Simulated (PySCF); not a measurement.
SMILES CCO[CH]C, doublet, PBE0/def2-SVP optimised geometry. Atoms within 1.6 Å of the plane z = 0.0 Å (x, y, z in Å): C1 (2.33, 0.92, 0.99), C2 (0.86, 0.90, 1.02), O3 (0.26, 0.25, 0.00), C4 (-1.15, 0.25, 0.00), C5 (-1.64, -0.49, -1.22), H6 (2.74, -0.09, 0.86), H7 (2.73, 1.53, 0.15), H9 (0.29, 1.74, 1.46), H10 (-1.52, 1.29, 0.00), H11 (-1.52, -0.23, 0.93), H12 (-2.74, -0.51, -1.25), H13 (-1.28, -1.53, -1.21).

Computed with unrestricted PBE0/def2-TZVP (PySCF 2.14.0). Cells within 0.4 Å of a nucleus heavier than hydrogen are left out (blank, or x).

Map of the electrostatic potential (hartree/e), clipped to [-0.08, 0.12] on the plane z = 0.0 Å:

```
|3333333333333333333333333333333|
|3333333333333333333333333333333|
|3333333333333333333323333333333|
|3333333333333333332222233333333|
|3333333333333333322222233333333|
|3333333333333333222222333333332|
|3333333333333333222222333333322|
|3333333333433333222223333333322|
|3333333344554333222233566433322|
|3333333457996433333335999743322|
|3333333469999543444447999943322|
|3333333479999866677658999943222|
|3333333469999999999879999532222|
|3333334479999999999878985332222|
|33333344799xx99xx99755654322222|
|33333344799xx99xx99433454332222|
|3333344469999999994122344333222|
|3333334457999975410012344333222|
|3333333345666531000012233333222|
|3333333334444321000112223332222|
|3333333333333322111112222222222|
|3333333333333322211122222222222|
|3333333333333322222222222222222|
|3333333333333322222222222222222|
|3333333333333322222222222222222|
|3333333333333322222222222222222|
|3333333333333322222222222222222|
|3333333333333222222222222222222|
|3333333333333222222222222222222|
|3333333333333222222222222222222|
|3333333333333222222222222222222|
```
Scale: ten equal steps from -0.052 (start of '0') to 0.120 (end of '9'), in the order '0123456789'; x runs from -5.00 to 5.00, y from -5.00 (bottom) to 5.00 (top).
